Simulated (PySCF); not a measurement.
**Radial density of Cr³⁺ (chromium, charge +3)**

M06-2X, [Ar] 3d3, high-spin 4F determinant. Computed with PySCF 2.14 in aug-cc-pwCVTZ-DK with one added diffuse shell each of s, p, d, f, g type (11s10p8d5f4g, 152 functions), with scalar relativity by spin-free X2C-1e.

```
r (bohr)  4πr²ρ (e/bohr)  4πr²(ρα − ρβ)
0.000867          0.1250         0.0000
 0.00146          0.3196        -0.0001
 0.00245          0.8041        -0.0002
 0.00413           1.968        -0.0004
 0.00694           4.602        -0.0008
  0.0117           9.914        -0.0017
  0.0196           18.51        -0.0030
  0.0330           27.11        -0.0040
  0.0556           27.54        -0.0040
  0.0935           21.98        -0.0028
   0.157           28.41         0.0432
   0.264           27.46         0.4135
   0.445           10.84         1.5920
   0.748           13.09         2.7156
    1.26           6.202         1.7327
    2.12          0.5724         0.3350
    3.56        0.009862         0.0092
```

Densities and radii are taken from the X2C orbitals without a picture-change correction, which distorts them close to the nucleus.

Where is the radial spin density 4πr²(ρα − ρβ) most negative, and why is it negative at all?

Around r = 0.0330 bohr, down to -0.0040 e/bohr: exchange with the open shell polarises the paired shells in an unrestricted calculation.
